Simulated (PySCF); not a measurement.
## Vertical excitation energies

C₃H₁₀P₂Se.
Z-matrix (Å and degrees, PBE0-D3(BJ)/def2-SVP geometry), rows numbered from 1:
```
C 
P   1  1.8210
C   2  1.8217  1  104.75
Se  2  2.1003  1  114.18  3  -125.86
C   2  1.8313  1  104.67  3   109.48
P   5  1.8718  2  111.36  1    70.06
H   1  1.1009  2  111.52  3   -51.27
H   1  1.0991  2  108.48  3  -172.46
H   1  1.0990  2  108.18  3    69.94
H   3  1.0987  2  108.57  1   176.61
H   3  1.0992  2  108.23  1   -65.98
H   3  1.1008  2  111.51  1    55.06
H   5  1.1034  2  108.75  1   -49.63
H   5  1.1005  2  107.25  1  -166.81
H   6  1.4233  5   96.81  2    78.44
H   6  1.4296  5   95.42  2   173.63
```

Computed with PySCF 2.14.0, density-fitted response routines, TDDFT B3LYP/def2-SVPD, vertical, gas phase, core orbitals frozen in the response. The B3LYP/def2-SVPD calculation is non-relativistic and has no spin–orbit coupling, an omission that weighs most on selenium.

```tsv
state	E (eV)	λ (nm)	ν̃ (cm⁻¹)	f	main configurations (H = HOMO, L = LUMO)
S1	4.76	260.6	38370	0.025	H→L (99%)
S2	4.79	258.9	38620	0.047	H-1→L (99%)
S3	4.95	250.6	39910	0.0094	H→L+1 (88%), H-1→L+1 (8%)
S4	4.97	249.3	40110	0.0069	H-1→L+1 (85%)
S5	5.24	236.4	42300	0.0011	H-1→L+2 (56%), H→L+2 (40%)
S6	5.38	230.6	43370	0.019	H→L+2 (48%), H-1→L+2 (33%)
S7	5.59	221.9	45060	0.0066	H→L+4 (37%), H-1→L+4 (30%), H→L+3 (16%)
S8	5.66	218.9	45680	0.0070	H→L+3 (68%), H-1→L+4 (16%)
S9	5.68	218.4	45790	0.0067	H-1→L+4 (34%), H-1→L+3 (27%), H→L+4 (25%)
S10	5.79	214.2	46680	0.041	H-1→L+3 (48%), H→L+4 (17%), H-1→L+4 (12%)
```

Triplets, Tamm–Dancoff:

```csv
state,E (eV),λ (nm),"main configurations (H = HOMO, L = LUMO)"
T1,4.47,277.4,H→L+1 (82%)
T2,4.49,276.1,H-1→L+1 (83%)
T3,4.70,263.8,"H-1→L (48%), H→L (43%)"
T4,4.71,263.4,"H→L (48%), H-1→L (41%)"
```

The lowest singlet comes at 261 nm (459 kJ/mol) in the ultraviolet; it is weak; its leading configuration is HOMO→LUMO (99%). The strongest level in the table is S2 at 4.79 eV (259 nm, f = 0.047). Löwdin shares by element: HOMO (one of a set within 0.03 eV) selenium 77%, phosphorus 13% or more, carbon 4% or more; LUMO carbon 21% or more, phosphorus 16% or more, hydrogen 9% or more (atoms not listed hold the other 54%). Of the 10 states listed, 4 reach f = 0.01 and none stays under 0.0005. The oscillator strengths of these states sum to 0.171; summed over the whole spectrum of an exact calculation they would give the number of electrons, 92 (Thomas–Reiche–Kuhn). Orbital energies (eV): HOMO-3 -9.06, HOMO-2 -7.33, HOMO-1 -5.80, HOMO -5.78, LUMO -0.30, LUMO+1 0.20, LUMO+2 0.34. All these states lie below the vertical ionisation energy of 7.93 eV (ΔSCF). Only the lowest 10 singlets were computed, as vertical energies without vibronic structure.

One conformer stands for the species.
